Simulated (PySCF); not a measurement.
Mg(tBu)(GeH3), C4H12GeMg, SMILES [GeH3][Mg][C](C)(C)C (GFN2-xTB optimised geometry):

```
18

Mg    -1.246     0.158     0.000
C     -0.454     1.705    -1.177
C     -0.163     0.997    -2.500
C     -1.301     2.946    -1.452
C      0.878     2.132    -0.560
H      0.397     1.643    -3.184
H     -1.094     0.705    -2.999
H      0.435     0.092    -2.330
H     -2.255     2.675    -1.910
H     -1.505     3.494    -0.530
H     -0.780     3.626    -2.138
H      0.720     2.676     0.376
H      1.505     1.257    -0.352
H      1.435     2.789    -1.238
Ge    -0.452    -2.230     0.000
H     -0.597    -2.938    -1.356
H      1.088    -2.230     0.000
H     -0.599    -3.494     0.847
```

Computed with PBE0/def2-SVP (PySCF 2.14.0).

Question: What are the frontier orbital energies and the dipole moment?

Answer: HOMO-2 -8.43 eV, HOMO-1 -7.61 eV, HOMO -5.98 eV, LUMO -1.87 eV, LUMO+1 -0.80 eV; dipole moment 3.77 D.

On the same geometry PBE/def2-SVP run with PySCF gives HOMO-2 -7.17 eV, HOMO-1 -6.52 eV, HOMO -4.97 eV, LUMO -2.47 eV, LUMO+1 -1.42 eV; dipole moment 3.47 D.

Meta-Löwdin charges at PBE0/def2-SVP: Mg1 1.13, C2 -0.39, C3 -0.31, C4 -0.29, C5 -0.30, H6 0.09, H7 0.08, H8 0.09, H9 0.08, H10 0.09, H11 0.08, H12 0.08, H13 0.08, H14 0.08, Ge15 -0.47, H16 -0.05, H17 -0.05, H18 -0.04.
